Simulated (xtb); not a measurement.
Input for xtb: GFN2-xTB on C2HNO2 (a complex), monomers drawn apart or pushed together.

```
$ xtb mol.xyz --gfn 2 --sp --chrg 0 --uhf 0
6

C     -0.16911623     0.29580944    -1.61664731
N     -0.15244065     0.26138366    -0.45398306
H     -0.13826659     0.23092218     0.54681809
O     -0.10635308     0.17076208     2.38168548
C     -0.06101263     0.11127481     3.54132666
O     -0.01623330     0.05237864     4.69428219
```

The log:

```
[...]
           -------------------------------------------------
          |                Calculation Setup                |
           -------------------------------------------------



molecular fragmentation (1/2 indicates fragments):
111222
# atoms in fragment 1/2:     3     3
 fragment masses (1/2) :       27.03       44.01
CMA distance (Bohr)    :   8.459
constraining FC (au)   :  0.0500

           -------------------------------------------------
          |                 G F N 2 - x T B                 |
           -------------------------------------------------

        Reference                      10.1021/acs.jctc.8b01176
      * Hamiltonian:
        H0-scaling (s, p, d)           1.850000    2.230000    2.230000
        zeta-weighting                 0.500000
      * Dispersion:
        s8                             2.700000
        a1                             0.520000
        a2                             5.000000
        s9                             5.000000
      * Repulsion:
        kExp                           1.500000    1.000000
        rExp                           1.000000
      * Coulomb:
        alpha                          2.000000
        third order                    shell-resolved
        anisotropic                    true
        a3                             3.000000
        a5                             4.000000
        cn-shift                       1.200000
        cn-exp                         4.000000
        max-rad                        5.000000


          ...................................................
          :                      SETUP                      :
          :.................................................:
          :  # basis functions                  21          :
          :  # atomic orbitals                  21          :
          :  # shells                           11          :
          :  # electrons                        26          :
          :  max. iterations                   250          :
          :  Hamiltonian                  GFN2-xTB          :
          :  restarted?                      false          :
          :  GBSA solvation                  false          :
          :  PC potential                    false          :
          :  electronic temp.          300.0000000     K    :
          :  accuracy                    1.0000000          :
          :  -> integral cutoff          0.2500000E+02      :
          :  -> integral neglect         0.1000000E-07      :
          :  -> SCF convergence          0.1000000E-05 Eh   :
          :  -> wf. convergence          0.1000000E-03 e    :
          :  Broyden damping             0.4000000          :
          :  net charge                          0          :
          :  unpaired electrons                  0          :
          ...................................................

 iter      E             dE          RMSdq      gap      omega  full diag
   1    -15.8183396 -0.158183E+02  0.102E+01    6.15       0.0  T
   2    -15.8737942 -0.554546E-01  0.776E+00    3.32       1.0  T
   3    -15.9959820 -0.122188E+00  0.403E+00    4.73       1.0  T
   4    -15.9975523 -0.157031E-02  0.690E-01    4.52       1.0  T
   5    -16.0001277 -0.257545E-02  0.277E-01    4.31       1.0  T
   6    -16.0001121  0.156693E-04  0.116E-01    4.35       1.0  T
   7    -16.0001308 -0.187225E-04  0.364E-02    4.37       1.1  T
   8    -16.0001329 -0.216355E-05  0.297E-02    4.35       1.4  T
   9    -16.0001375 -0.454086E-05  0.299E-03    4.36      13.6  T
  10    -16.0001375 -0.117211E-07  0.127E-03    4.36      32.1  T
  11    -16.0001375 -0.862497E-08  0.418E-04    4.36      97.6  T
  12    -16.0001375 -0.851276E-09  0.100E-04    4.36     406.4  T

   *** convergence criteria satisfied after 12 iterations ***

         #    Occupation            Energy/Eh            Energy/eV
      -------------------------------------------------------------
         1        2.0000           -0.8280098             -22.5313
       ...           ...                  ...                  ...
         7        2.0000           -0.6298954             -17.1403
         8        2.0000           -0.5639934             -15.3470
         9        2.0000           -0.5568810             -15.1535
        10        2.0000           -0.5568566             -15.1528
        11        2.0000           -0.4815796             -13.1044
        12        2.0000           -0.4815796             -13.1044
        13        2.0000           -0.4192288             -11.4078 (HOMO)
        14                         -0.2590659              -7.0495 (LUMO)
        15                         -0.2590634              -7.0495
        16                         -0.2079587              -5.6588
        17                         -0.2079587              -5.6588
        18                          0.0725803               1.9750
       ...                                ...                  ...
        21                          1.2584985              34.2455
      -------------------------------------------------------------
                  HL-Gap            0.1601629 Eh            4.3583 eV
             Fermi-level           -0.3391473 Eh           -9.2287 eV

 SCC (total)                   0 d,  0 h,  0 min,  0.003 sec
 SCC setup                      ...        0 min,  0.000 sec (  4.192%)
 Dispersion                     ...        0 min,  0.000 sec (  1.164%)
 classical contributions        ...        0 min,  0.000 sec (  0.536%)
 integral evaluation            ...        0 min,  0.000 sec ( 14.247%)
 iterations                     ...        0 min,  0.002 sec ( 57.051%)
 molecular gradient             ...        0 min,  0.001 sec ( 20.272%)
 printout                       ...        0 min,  0.000 sec (  2.219%)

         :::::::::::::::::::::::::::::::::::::::::::::::::::::
         ::                     SUMMARY                     ::
         :::::::::::::::::::::::::::::::::::::::::::::::::::::
         :: total energy             -15.781505974825 Eh    ::
         :: gradient norm              0.053875964238 Eh/a0 ::
         :: HOMO-LUMO gap              4.358255118186 eV    ::
         ::.................................................::
         :: SCC energy               -16.000143363513 Eh    ::
         :: -> isotropic ES            0.026464146633 Eh    ::
         :: -> anisotropic ES         -0.002417632202 Eh    ::
         :: -> anisotropic XC          0.018022906759 Eh    ::
         :: -> dispersion             -0.001947791786 Eh    ::
         :: repulsion energy           0.218637388688 Eh    ::
         :: add. restraining           0.000000000000 Eh    ::
         :: total charge              -0.000000000000 e     ::
         :::::::::::::::::::::::::::::::::::::::::::::::::::::

           -------------------------------------------------
          |                Property Printout                |
           -------------------------------------------------

    * Orbital Energies and Occupations

         #    Occupation            Energy/Eh            Energy/eV
      -------------------------------------------------------------
         1        2.0000           -0.8280098             -22.5313
         2        2.0000           -0.8161563             -22.2087
         3        2.0000           -0.6934197             -18.8689
         4        2.0000           -0.6814583             -18.5434
         5        2.0000           -0.6814578             -18.5434
         6        2.0000           -0.6477230             -17.6254
         7        2.0000           -0.6298954             -17.1403
         8        2.0000           -0.5639934             -15.3470
         9        2.0000           -0.5568810             -15.1535
Note: The following floating-point exceptions are signalling: IEEE_DENORMAL
normal termination of xtb
        10        2.0000           -0.5568566             -15.1528
        11        2.0000           -0.4815796             -13.1044
        12        2.0000           -0.4815796             -13.1044
        13        2.0000           -0.4192288             -11.4078 (HOMO)
        14                         -0.2590659              -7.0495 (LUMO)
        15                         -0.2590634              -7.0495
        16                         -0.2079587              -5.6588
        17                         -0.2079587              -5.6588
        18                          0.0725803               1.9750
        19                          0.2654983               7.2246
        20                          1.0131924              27.5704
        21                          1.2584985              34.2455
      -------------------------------------------------------------
                  HL-Gap            0.1601629 Eh            4.3583 eV
             Fermi-level           -0.3391473 Eh           -9.2287 eV

     #   Z          covCN         q      C6AA      α(0)
     1   6 C        0.910    -0.120    39.243    10.484
     2   7 N        1.771    -0.103    23.996     7.254
     3   1 H        0.861     0.208     1.065     1.616
     4   8 O        0.856    -0.240    18.737     5.803
     5   6 C        1.711     0.465    21.589     7.522
     6   8 O        0.856    -0.210    18.227     5.724

 Mol. C6AA /au·bohr⁶  :        642.139424
 Mol. C8AA /au·bohr⁸  :      15233.120215
 Mol. α(0) /au        :         38.403167


Wiberg/Mayer (AO) data.
largest (>0.10) Wiberg bond orders for each atom

 ---------------------------------------------------------------------------
     #   Z sym  total        # sym  WBO       # sym  WBO       # sym  WBO
 ---------------------------------------------------------------------------
     1   6 C    2.780 --     2 N    2.730
     2   7 N    3.630 --     1 C    2.730     3 H    0.885
     3   1 H    0.957 --     2 N    0.885
     4   8 O    2.361 --     5 C    1.929     6 O    0.398
     5   6 C    3.934 --     6 O    1.999     4 O    1.929
     6   8 O    2.398 --     5 C    1.999     4 O    0.398
 ---------------------------------------------------------------------------

Topologies differ in total number of bonds
Writing topology from bond orders to xtbtopo.mol

molecular dipole:
                 x           y           z       tot (Debye)
 q only:        0.015      -0.028       0.839
   full:        0.022      -0.043       1.339       3.405
molecular quadrupole (traceless):
                xx          xy          yy          xz          yz          zz
 q only:        0.768       0.026       0.739      -0.425       0.695      -1.506
  q+dip:        1.411       0.040       1.365      -0.682       1.124      -2.775
   full:        2.928       0.045       2.878      -0.796       1.302      -5.806


           -------------------------------------------------
          | TOTAL ENERGY              -15.781505974825 Eh   |
          | GRADIENT NORM               0.053875964238 Eh/α |
          | HOMO-LUMO GAP               4.358255118186 eV   |
           -------------------------------------------------

------------------------------------------------------------------------
------------------------------------------------------------------------
 total:
 SCF:
```

The run finished.

Cost: very roughly 0.03 core-seconds.
